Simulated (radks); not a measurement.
Results of a calculation; reference values are marked as such.
Spin polarisation of the 4p1 shell in Ga. Start: [Ar] 3d10 4s2 4p(up 0.5, down 0.5); electrons of 4p are moved from spin down to spin up, other shells keep equal spins. Level of theory: scalar-relativistic Kohn-Sham, BLYP, spin-polarised, spherical densities, finite nucleus; Fermi nuclear charge, rms radius of each element as measured or else 0.836 A^(1/3) + 0.57 fm (a radial shooting solver on a logarithmic mesh with Libxc functionals).

| moment (Bohr magnetons) | E - E(0) (eV) | e(4p up) (eV) | e(4p down) (eV) | 4s down minus up (eV) |
|---|---|---|---|---|
| 0 | 0.000 | -2.514 | -2.514 | 0.000 |
| 0.25 | -0.008 | -2.572 | -2.447 | 0.134 |
| 0.5 | -0.031 | -2.623 | -2.374 | 0.267 |
| 0.75 | -0.070 | -2.666 | -2.294 | 0.397 |
| 1 | -0.124 | -2.702 | -2.202 | 0.525 |

At moment 1 the spin-polarisation energy is -0.124 eV and the 4p exchange splitting 0.500 eV, that is 0.500 eV per Bohr magneton; E = -I m^2/4 would give I = 0.498 eV.
